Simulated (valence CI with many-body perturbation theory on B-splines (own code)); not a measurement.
**Tb60+: calculated level list**

Method: relativistic CI+MBPT: three valence electrons over a frozen Dirac-Fock core [He], a basis of 9 s, 9 p, 8 d, 6 f, 3 g, 1 h functions for each j, with the one-electron correlation potential Σ1, the two-electron term Σ2, the three-electron term Σ3, Breit, model QED; selected CI, second order for the rest, scaled by the run's own slope (own B-spline code, finite nucleus).

No measured spectrum was set against this ion. As an estimate, large intervals hold to a few tenths of a per cent, small ones and those within an open d or f shell to about a per cent.

Levels 1 to 42 of 42, with energies above the lowest level, (2s^2 2p1/2) J=1/2. "Leading %" is the weight of the configuration and term that name the level; weights of strongly mixed levels are sums over their largest components and can fall short, so below about 35 % the name and the second component can differ from the true leading terms, or belong to a minority configuration. In the jj column 3d3/2^4 stands for four electrons in 3d with j = 3/2.

```
No.  Configuration  Term    J  E (eV)  Leading %   Second component              Leading jj
  1         2s2 2p   2P°  1/2     0.0        100                         2s^2 2p1/2 (100 %)
  2         2s 2p2    4P  1/2   218.3         52     30 % 2s 2p2 2S       2s 2p1/2^2 (99 %)
  3         2s2 2p   2P°  3/2   814.2         99                          2s^2 2p3/2 (99 %)
  4         2s 2p2    4P  3/2   966.9         90      7 % 2s 2p2 2D  2s 2p1/2 2p3/2 (100 %)
  5         2s 2p2    2D  5/2  1004.2         62     38 % 2s 2p2 4P  2s 2p1/2 2p3/2 (100 %)
  6         2s 2p2    2P  1/2  1065.3         69     30 % 2s 2p2 4P   2s 2p1/2 2p3/2 (99 %)
  7         2s 2p2    2D  3/2  1067.1         63     36 % 2s 2p2 2P  2s 2p1/2 2p3/2 (100 %)
  8            2p3   2P°  3/2  1295.9         48       27 % 2p3 2D°    2p1/2^2 2p3/2 (99 %)
  9         2s 2p2    4P  5/2  1799.0         62     38 % 2s 2p2 2D      2s 2p3/2^2 (100 %)
 10         2s 2p2    2S  1/2  1891.6         69     18 % 2s 2p2 4P      2s 2p3/2^2 (100 %)
 11         2s 2p2    2P  3/2  1892.5         61     31 % 2s 2p2 2D      2s 2p3/2^2 (100 %)
 12            2p3   4S°  3/2  2068.9         55       45 % 2p3 2D°   2p1/2 2p3/2^2 (100 %)
 13            2p3   2D°  5/2  2090.8        100                      2p1/2 2p3/2^2 (100 %)
 14            2p3   2P°  1/2  2139.2        100                      2p1/2 2p3/2^2 (100 %)
 15            2p3   2P°  3/2  2921.3         52       28 % 2p3 2D°         2p3/2^3 (100 %)
 16         2s2 3s    2S  1/2  7876.6         98                             2s^2 3s (98 %)
 17         2s2 3p   2P°  1/2  7950.2         96                          2s^2 3p1/2 (96 %)
 18       2s 2p 3s   4P°  1/2  8022.7         85  13 % 2s 2p 3s 2P°      2s 2p1/2 3s (98 %)
 19       2s 2p 3s   4P°  3/2  8046.5         60  39 % 2s 2p 3s 2P°      2s 2p1/2 3s (98 %)
 20       2s 2p 3s   2P°  1/2  8072.4         94   5 % 2s 2p 3s 4P°      2s 2p1/2 3s (99 %)
 21       2s 2p 3p    4D  1/2  8084.7         72   20 % 2s 2p 3p 2P  2s 2p1/2 3p1/2 (100 %)
 22       2s 2p 3p    4D  3/2  8109.8         40   32 % 2s 2p 3p 2D   2s 2p1/2 3p1/2 (99 %)
 23       2s 2p 3p    4P  1/2  8146.7         47   30 % 2s 2p 3p 2S   2s 2p1/2 3p1/2 (99 %)
 24         2s2 3p   2P°  3/2  8191.5         97                          2s^2 3p3/2 (97 %)
 25         2s2 3d    2D  3/2  8242.9         98                          2s^2 3d3/2 (98 %)
 26         2p2 3s    4P  1/2  8284.5         42     27 % 2p2 3s 2S       2p1/2^2 3s (90 %)
 27         2s2 3d    2D  5/2  8308.4         96                          2s^2 3d5/2 (96 %)
 28       2s 2p 3p    4P  3/2  8335.6         31   27 % 2s 2p 3p 4D  2s 2p1/2 3p3/2 (100 %)
 29         2p2 3p   2P°  1/2  8345.4         43    37 % 2p2 3p 4D°    2p1/2^2 3p1/2 (93 %)
 30       2s 2p 3p    4D  5/2  8364.3         44   37 % 2s 2p 3p 2D   2s 2p1/2 3p3/2 (97 %)
 31       2s 2p 3p    2D  3/2  8367.0         43   22 % 2s 2p 3p 2P   2s 2p1/2 3p3/2 (99 %)
 32       2s 2p 3p    2P  1/2  8375.3         40   17 % 2s 2p 3p 2S   2s 2p1/2 3p3/2 (90 %)
 33       2s 2p 3d   4F°  3/2  8375.8         71  13 % 2s 2p 3d 2D°  2s 2p1/2 3d3/2 (100 %)
 34       2s 2p 3d   4F°  5/2  8403.0         45  29 % 2s 2p 3d 2F°   2s 2p1/2 3d3/2 (97 %)
 35       2s 2p 3d   2P°  3/2  8419.8         29  26 % 2s 2p 3d 4D°   2s 2p1/2 3d3/2 (98 %)
 36       2s 2p 3d   4D°  1/2  8425.4         52  37 % 2s 2p 3d 2P°   2s 2p1/2 3d3/2 (94 %)
 37       2s 2p 3d   4P°  5/2  8452.8         34  29 % 2s 2p 3d 4D°   2s 2p1/2 3d5/2 (99 %)
 38       2s 2p 3d   2F°  7/2  8478.1         38  38 % 2s 2p 3d 4F°  2s 2p1/2 3d5/2 (100 %)
 39       2s 2p 3d   2F°  5/2  8489.3         50  23 % 2s 2p 3d 2D°   2s 2p1/2 3d5/2 (98 %)
 40       2s 2p 3d   2P°  3/2  8489.7         39  34 % 2s 2p 3d 2D°   2s 2p1/2 3d5/2 (96 %)
 41         2p2 3p   2P°  3/2  8601.8         33    20 % 2p2 3p 4D°    2p1/2^2 3p3/2 (96 %)
 42         2p2 3d    2D  3/2  8639.7         42     33 % 2p2 3d 4F    2p1/2^2 3d3/2 (98 %)
```

The ionisation energy to 2s2 1S_0 of the next ion comes out as 13997 eV (NIST: 14003 ± 10 eV (theoretical)). All 42 levels together are meant to be complete up to 8701.7 eV.
